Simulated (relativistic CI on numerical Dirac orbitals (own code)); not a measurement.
**Slater and spin-orbit integrals, Hg¹²⁺**

Computed by Dirac-Coulomb-Breit CI, separate exchange-only KLI orbitals for each configuration, model QED (radiative potential, 1s self-energy scaled to tabulated hydrogen-like ionisation energies), unscaled Slater integrals (own radial code, finite nucleus).

Slater integrals F^k, G^k are unscaled and averaged over j, outside the closed core [Kr] 4d10; ζ comes from projecting the Hamiltonian with its Breit term on Σ l·s of the shell.

- 4f14 5s2 5p5 5d: ζ(5p) = 117190, F^2(5p,5d) = 100290, G^1(5p,5d) = 123380, G^3(5p,5d) = 78356, ζ(5d) = 10660 cm⁻¹; <r>(5p) = 0.9509, <r^2>(5p) = 1.011, <r>(5d) = 1.108, <r^2>(5d) = 1.378 (bohr units).
- 4f14 5s 5p6 5d: G^2(5s,5d) = 88173, ζ(5d) = 10646 cm⁻¹; <r>(5s) = 0.8606, <r^2>(5s) = 0.8257, <r>(5d) = 1.108, <r^2>(5d) = 1.377 (bohr units).
- 4f14 5s2 5p5 5f: ζ(5p) = 118440, F^2(5p,5f) = 72728, G^2(5p,5f) = 56519, G^4(5p,5f) = 38944, ζ(5f) = 980.35 cm⁻¹; <r>(5p) = 0.9485, <r^2>(5p) = 1.006, <r>(5f) = 1.424, <r^2>(5f) = 2.294 (bohr units).

In this model ζ of a weakly bound d, f or g electron outside closed shells comes out too small, for d by up to a factor of two or three and at times with the wrong sign; that of an outer p electron is too small as well.

Averages of the first 10 configurations, taken without configuration mixing, which lowers the lowest level and can move excited configurations by several eV; other configurations of the list can lie among them:

```json
{"Configuration": "4f14 5s2 5p6", "Parity": "even", "States": "1", "Average energy above the lowest level (eV)": "0.1"}
{"Configuration": "4f14 5s2 5p5 5d", "Parity": "odd", "States": "60", "Average energy above the lowest level (eV)": "71.4"}
{"Configuration": "4f14 5s 5p6 5d", "Parity": "even", "States": "20", "Average energy above the lowest level (eV)": "132.9"}
{"Configuration": "4f14 5s2 5p5 5f", "Parity": "even", "States": "84", "Average energy above the lowest level (eV)": "142.4"}
{"Configuration": "4f14 5s2 5p5 5g", "Parity": "odd", "States": "108", "Average energy above the lowest level (eV)": "187.7"}
{"Configuration": "4f14 5s2 5p5 6s", "Parity": "odd", "States": "12", "Average energy above the lowest level (eV)": "115.5"}
{"Configuration": "4f13 5s2 5p6 5d", "Parity": "odd", "States": "140", "Average energy above the lowest level (eV)": "119.2"}
{"Configuration": "4f14 5s 5p6 5f", "Parity": "odd", "States": "28", "Average energy above the lowest level (eV)": "204.5"}
{"Configuration": "4f14 5s2 5p5 6p", "Parity": "even", "States": "36", "Average energy above the lowest level (eV)": "136.3"}
{"Configuration": "4f14 5s 5p6 5g", "Parity": "even", "States": "36", "Average energy above the lowest level (eV)": "250.1"}
```
